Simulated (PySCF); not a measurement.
In(Cl)2(SeH) (Cl2HInSe), SMILES [Cl][In]([Cl])[SeH]. Atoms are numbered in the order given.

```xyz
5

In     0.0032     0.3885     0.0000
Cl     1.9658     1.6818     0.0000
Cl    -2.0326     1.5700     0.0000
Se     0.0702    -2.1221     0.0000
H     -1.4070    -2.1681     0.0000
```

Geometry optimised at B3LYP-D3(BJ)/def2-SVP. The structure was generated by enumeration; whether it is a known compound was not checked. The def2 effective core potentials stand for the cores of In; spin–orbit coupling is left out. One conformer was computed; it need not be the lowest.

Level of theory: M06-2X/def2-TZVP (PySCF).

ESP charges are fitted to the potential on shells at 1.4 to 2.0 van der Waals radii. Atomic charges (e):

| atom | Mulliken | ESP fit |
|---|---|---|
| In1 | 0.91 | 0.60 |
| Cl2 | -0.36 | -0.24 |
| Cl3 | -0.36 | -0.27 |
| Se4 | -0.36 | -0.20 |
| H5 | 0.16 | 0.12 |
